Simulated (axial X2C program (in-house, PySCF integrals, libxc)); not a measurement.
**Basis sets for PdSi⁺**

Computed with an axial X2C code built on PySCF integrals, spin-free (one-electron X2C) or two-component (2c: spin–orbit coupling with atomic mean-field Coulomb and Gaunt terms, which also bring small scalar terms), in Dyall basis sets with cores contracted in-house; open shells are unrestricted.

Fragments: Pd + Si+.

| Hamiltonian | level | Dyall basis | state | Re (Å) | ωe (cm⁻¹) | De (eV) |
| --- | --- | --- | --- | --- | --- | --- |
| spin-free | PBE0 | Pd v2z, Si v2z | M_S = 1/2, Λ = 0 | 2.134 | 454.4 | 3.81 |
| 2c | PBE0 | Pd v2z, Si v2z | Ω = 1/2 | 2.135 | 453.1 | 3.81 |

In the other basis sets:

```tsv
Hamiltonian	level	Dyall basis	state	Re (Å)	ωe (cm⁻¹)	De (eV)
spin-free	PBE0	Pd cv3z, Si v3z	M_S = 1/2, Λ = 0	2.100	462.8	3.93
2c	PBE0	Pd cv3z, Si v3z	Ω = 1/2	2.100	461.7	3.93
```

Problem. How far does the basis move Re and ωe?

Solution. PBE0 spin-free, Pd v2z, Si v2z to Pd cv3z, Si v3z: ΔRe -0.034 Å, Δωe 8.4 cm⁻¹; PBE0 2c, Pd v2z, Si v2z to Pd cv3z, Si v3z: ΔRe -0.035 Å, Δωe 8.6 cm⁻¹.

Each entry is the lowest single determinant of a limited PBE0 search at one distance. De goes to single-determinant-based atoms at the same level (for ions the charge split of lowest energy) and is withheld (n/a) where an atom does not fit its ground term or J level. Main or longest-lived isotopes. Some light 2c atoms are not at their ground J level, so De misses part of their lowering (0.04 eV or less). The functionals have no current term, which raises determinants with orbital currents.
